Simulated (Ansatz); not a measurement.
Here is a job for Ansatz (a quantum-chemistry and plane-wave program).
Ansatz 0.2 input:
```yaml
crystal:
  periodic: [false, false, false]
  atoms:
    - {symbol: Te, position_ang: [0.00000000, 0.00000000, 0.00000000]}
basis:
  gaussian:
    orbitals: STO-3G
hamiltonian:
  xc: b3lyp
magnetization: {spin_polarized: true, initial_magnetization: 2}
```

**Question.** Give the total energy at the level B3LYP/STO-3G in Ansatz.

**Answer.** -6549.1840 Eh

**Question.** Give the <S^2> at the level B3LYP/STO-3G.

**Answer.** 2.000

**Question.** What number of basis functions does B3LYP/STO-3G give?

**Answer.** 27
